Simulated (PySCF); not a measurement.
# Basis-set dependence of population analyses: `C#C[SiH2][BH2-][NH3+]`

Species: C2H8BNSi.
Numbering: `[CH:1]#[C:2][SiH2:3][BH2-:4][NH3+:5]` (hydrogens: H6 on C1; H7, H8 on Si3; H9, H10 on B4; H11, H12, H13 on N5)

PBE0 throughout (PySCF), one geometry, spherical d and f functions. The structure is a single PBE0-D3(BJ)/def2-SVP conformer in the gas phase; no vibrational or solvent corrections. Atoms taken as equivalent share a column and are averaged. The first 7 of 9 kinds of atom are listed.

Mulliken charges (e):

| basis | functions | C1 | C2 | Si3 | B4 | N5 | H6 | H7/H8 |
| --- | --- | --- | --- | --- | --- | --- | --- | --- |
| STO-3G | 37 | -0.195 | -0.248 | +0.484 | -0.087 | -0.412 | +0.099 | -0.129 |
| 6-31G | 65 | -0.387 | -0.237 | +0.500 | -0.114 | -0.872 | +0.247 | -0.105 |
| pcSseg-0 | 65 | -0.432 | -0.406 | +0.621 | -0.434 | -0.820 | +0.276 | -0.038 |
| 6-31G* | 90 | -0.260 | -0.184 | +0.264 | -0.174 | -0.870 | +0.224 | -0.072 |
| cc-pVDZ | 114 | -0.182 | -0.058 | +0.234 | -0.323 | +0.074 | +0.017 | -0.060 |
| def2-SVP | 114 | -0.272 | -0.074 | +0.320 | -0.311 | -0.020 | +0.045 | -0.068 |
| 6-311+G(2d,p) | 191 | -0.363 | -0.027 | +0.248 | -0.211 | -0.616 | +0.159 | -0.075 |
| aug-cc-pVDZ | 191 | +1.189 | -0.817 | -0.794 | -1.429 | -0.038 | -0.456 | +0.298 |
| def2-TZVP | 209 | -0.252 | -0.180 | +0.139 | -0.282 | -0.396 | +0.177 | -0.033 |
| IGLO-III | 264 | -0.311 | -0.198 | +0.570 | -0.140 | -0.539 | +0.160 | -0.178 |
| cc-pVTZ | 266 | -0.198 | -0.183 | +0.203 | -0.416 | -0.016 | +0.155 | -0.048 |

IAO charges (e):

| basis | functions | C1 | C2 | Si3 | B4 | N5 | H6 | H7/H8 |
| --- | --- | --- | --- | --- | --- | --- | --- | --- |
| STO-3G | 37 | -0.212 | -0.306 | +0.601 | -0.399 | -0.359 | +0.145 | -0.122 |
| 6-31G | 65 | -0.253 | -0.274 | +0.449 | -0.440 | -0.429 | +0.196 | -0.081 |
| pcSseg-0 | 65 | -0.236 | -0.280 | +0.438 | -0.465 | -0.400 | +0.188 | -0.074 |
| 6-31G* | 90 | -0.242 | -0.302 | +0.555 | -0.451 | -0.412 | +0.192 | -0.111 |
| cc-pVDZ | 114 | -0.252 | -0.296 | +0.555 | -0.471 | -0.405 | +0.195 | -0.109 |
| def2-SVP | 114 | -0.244 | -0.296 | +0.562 | -0.469 | -0.395 | +0.189 | -0.114 |
| 6-311+G(2d,p) | 191 | -0.259 | -0.305 | +0.584 | -0.477 | -0.426 | +0.200 | -0.115 |
| aug-cc-pVDZ | 191 | -0.261 | -0.296 | +0.557 | -0.472 | -0.421 | +0.200 | -0.108 |
| def2-TZVP | 209 | -0.258 | -0.307 | +0.591 | -0.478 | -0.426 | +0.200 | -0.117 |
| IGLO-III | 264 | -0.260 | -0.307 | +0.591 | -0.479 | -0.428 | +0.201 | -0.117 |
| cc-pVTZ | 266 | -0.258 | -0.304 | +0.578 | -0.477 | -0.426 | +0.201 | -0.114 |

**Question.** Which scheme is steadiest as the basis changes?

**Answer.** Largest range over the bases for any column: IAO 0.16 e, Mulliken 1.62 e. IAO charges move least and Mulliken charges most, counted in e. Without the minimal STO-3G basis the ranges are IAO 0.15, Mulliken 1.62 e.

**Question.** How much do the charges still move between the two largest bases, IGLO-III and cc-pVTZ?

**Answer.** At most, over all atoms: Mulliken 0.523 e, IAO 0.013 e.

**Question.** What do the same runs give for the total energy, the frontier levels and the dipole moment?

**Answer.** 
```
        basis  energy (Eh)  HOMO (eV)  LUMO (eV)  μ (D)
       STO-3G    -444.4229      -4.56       5.43   5.49
        6-31G    -449.6540      -6.77       0.68   5.71
     pcSseg-0    -449.0480      -7.13       0.40   5.76
       6-31G*    -449.7137      -6.70       0.60   5.57
      cc-pVDZ    -449.7471      -6.82       0.31   5.45
     def2-SVP    -449.5346      -6.87       0.28   5.56
6-311+G(2d,p)    -449.8004      -6.97      -0.63   5.26
  aug-cc-pVDZ    -449.7591      -6.95      -0.78   5.18
    def2-TZVP    -449.8125      -6.94      -0.13   5.31
     IGLO-III    -449.8191      -6.95      -0.35   5.25
      cc-pVTZ    -449.8129      -6.93      -0.05   5.30
```

The dipole is fixed by the density alone, so its range of 0.58 D shows that the density itself changes with the basis, not only its division among atoms.
